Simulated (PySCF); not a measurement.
SMILES c1cccc(c1)C(=O)O, singlet, GFN2-xTB optimised geometry.

```
15

O     -2.57    -1.42     0.00
C     -1.37    -1.35     0.00
O     -0.60    -2.46     0.00
C     -0.59    -0.10     0.00
C     -1.28     1.11     0.00
C     -0.59     2.31     0.00
C      0.79     2.30     0.00
C      1.49     1.11     0.00
C      0.80    -0.10     0.00
H     -1.17    -3.24     0.00
H     -2.36     1.09     0.00
H     -1.13     3.24     0.00
H      1.34     3.24     0.00
H      2.57     1.11     0.00
H      1.34    -1.03     0.00
```

Density from B3LYP/def2-TZVP (PySCF) at that geometry.

Minimum of the electron density along straight lines between bonded atoms, close to the bond critical point (lines longer than 1.1 times the sum of covalent radii, or with two minima, are not listed):

```csv
bond,length / Å,ρ at the minimum / e bohr⁻³,∇²ρ there / e bohr⁻⁵,position (fraction from the first atom)
O1–C2,1.206,0.433,-0.32,0.66
C2–O3,1.344,0.310,-0.71,0.35
C2–C4,1.478,0.280,-0.79,0.52
C4–C5,1.394,0.320,-0.95,0.51
C5–C6,1.381,0.327,-0.99,0.50
C6–C7,1.386,0.324,-0.98,0.50
C7–C8,1.386,0.324,-0.98,0.50
C4–C9,1.393,0.320,-0.95,0.50
C8–C9,1.382,0.326,-0.99,0.50
O3–H10,0.970,0.352,-2.41,0.81
C5–H11,1.079,0.292,-1.06,0.65
C6–H12,1.080,0.290,-1.04,0.65
C7–H13,1.080,0.290,-1.05,0.65
C8–H14,1.080,0.290,-1.04,0.64
C9–H15,1.079,0.292,-1.06,0.65
```
